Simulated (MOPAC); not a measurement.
Input for MOPAC: PM6 on BFHI (SMILES FBI), a point of a bond scan (R = 1.049 Å).

```
PM6 1SCF PRECISE CHARGE=0 THREADS=1
BFHI

B     -0.24474767 1    -1.33345574 1     0.80641967 1
F      0.58489233 1    -1.66169560 1     1.35862563 1
H     -1.26010087 1    -1.94582817 1     0.81786299 1
I     -0.08767701 1     0.45862089 1    -0.34566142 1
```

Program output:

```
*******************************************************************************
 **                                                                           **
 **                              MOPAC v23.2.5                                **
 **                                                                           **
 *******************************************************************************
 ** MOPAC's Digital Object Identifier: https://doi.org/10.5281/zenodo.6511958 **
 **                                                                           **
 ** Please cite the open-source release paper for use of this MOPAC version:  **
 ** J. E. Moussa and J. J. P. Stewart (2026)                                  **
 ** MOPAC: An open-source semiempirical molecular orbital program             **
 ** J. Open Source Softw., 11(119), 8025, https://doi.org/10.21105/joss.08025 **
 *******************************************************************************

                              PM6 CALCULATION RESULTS

 *******************************************************************************
 *  PM6        - The PM6 Hamiltonian to be used
 *
 *
 *
 *                 CHARGE ON SYSTEM = 0
 *
 *
 *
 *  PRECISE    - TIGHTER CRITERIA TO BE USED
 *  1SCF       - DO 1 SCF AND THEN STOP
 *  THREADS=1  - MULTI-THREADING NOT USED
 *  T=         - A TIME OF 172800.0 SECONDS REQUESTED
 *  DUMP=N     - RESTART FILE WRITTEN EVERY 7200.0 SECONDS REQUESTED
 *******************************************************************************
PM6 1SCF PRECISE CHARGE=0 THREADS=1
 BFHI

   ATOM   CHEMICAL          X               Y               Z
  NUMBER   SYMBOL      (ANGSTROMS)     (ANGSTROMS)     (ANGSTROMS)

     1       B         -0.24474767  *  -1.33345574  *   0.80641967  *
     2       F          0.58489233  *  -1.66169560  *   1.35862563  *
     3       H         -1.26010087  *  -1.94582817  *   0.81786299  *
     4       I         -0.08767701  *   0.45862089  *  -0.34566142  *



          CARTESIAN COORDINATES

    NO.       ATOM           X           Y           Z

     1         B         -0.2447     -1.3335      0.8064
     2         F          0.5849     -1.6617      1.3586
     3         H         -1.2601     -1.9458      0.8179
     4         I         -0.0877      0.4586     -0.3457

 General Reference for PM6:
 "Optimization of Parameters for Semiempirical Methods V: Modification of NDDO Approximations
 and Application to 70 Elements", J. J. P. Stewart, J. Mol. Mod., 13, 1173-1213 (2007)
 URL: https://link.springer.com/article/10.1007/s00894-007-0233-4

           Empirical Formula: H B F I  =     4 atoms



      MOLECULAR POINT GROUP   :   Cs


      RHF CALCULATION, NO. OF DOUBLY OCCUPIED LEVELS = 9


 -------------------------------------------------------------------------------
 PM6 1SCF PRECISE CHARGE=0 THREADS=1
 BFHI



     1SCF WAS SPECIFIED, SO BFGS WAS NOT USED
     SCF FIELD WAS ACHIEVED


                              PM6 CALCULATION
                                                       MOPAC v23.2.5 Linux




          FINAL HEAT OF FORMATION =        -19.26302 KCAL/MOL =     -80.59646 KJ/MOL


          COSMO AREA              =         95.62 SQUARE ANGSTROMS
          COSMO VOLUME            =         80.73 CUBIC ANGSTROMS

          IONIZATION POTENTIAL    =          9.554096 EV
          HOMO LUMO ENERGIES (EV) =         -9.554 -1.148
          NO. OF FILLED LEVELS    =          9
          MOLECULAR WEIGHT        =        157.7208         POINT GROUP:  Cs

          MOLECULAR DIMENSIONS (Angstroms)

            Atom       Atom       Distance
            I     4    H     3     2.91715
            F     2    I     4     1.78872
            I     4    B     1     0.00000


          SCF CALCULATIONS        =          1





   ATOM   CHEMICAL          X               Y               Z
  NUMBER   SYMBOL      (ANGSTROMS)     (ANGSTROMS)     (ANGSTROMS)

     1       B         -0.24474767  *  -1.33345574  *   0.80641967  *
     2       F          0.58489233  *  -1.66169560  *   1.35862563  *
     3       H         -1.26010087  *  -1.94582817  *   0.81786299  *
     4       I         -0.08767701  *   0.45862089  *  -0.34566142  *

                             CARTESIAN COORDINATES

   1    B       -0.244747670    -1.333455740     0.806419670
   2    F        0.584892330    -1.661695600     1.358625630
   3    H       -1.260100870    -1.945828170     0.817862990
   4    I       -0.087677010     0.458620890    -0.345661420


           Empirical Formula: H B F I  =     4 atoms



      MOLECULAR POINT GROUP   :   Cs


                  EIGENVALUES
 -46.06643 -21.71705 -20.68648 -19.06893 -19.06132 -14.87541 -10.53834  -9.82554
  -9.55410  -1.14847   0.08805   2.87611   4.47956 113.34038 113.41547 113.48273
 113.98868 113.99106


              NET ATOMIC CHARGES AND DIPOLE CONTRIBUTIONS

  ATOM NO.   TYPE          CHARGE      No. of ELECS.   s-Pop       p-Pop       d-Pop
    1          B           0.428474        2.5715     1.01082     1.56070
    2          F          -0.138507        7.1385     1.87195     5.26656
    3          H           0.053766        0.9462     0.94623
    4          I          -0.343732        7.3437     1.95940     5.38167     0.00267
 DIPOLE           X         Y         Z       TOTAL
 POINT-CHG.    -1.073    -2.899     1.538     3.452
 HYBRID         0.801     0.515    -0.031     0.953
 SUM           -0.273    -2.383     1.507     2.833


          ATOMIC ORBITAL ELECTRON POPULATIONS

     Atom    s        px        py        pz      x^2-y^2     xz        z^2       yz        xy
    1  B   1.01082   0.65208   0.52351   0.38512
    2  F   1.87195   1.72253   1.82086   1.72318
    3  H   0.94623
    4  I   1.95940   1.98270   1.60142   1.79755   0.00068   0.00017   0.00027   0.00115   0.00041

 **********************
 *                    *
 * JOB ENDED NORMALLY *
 *                    *
 **********************




 == MOPAC DONE ==
```

The run finished.

Cost: very roughly 0.020 core-seconds.
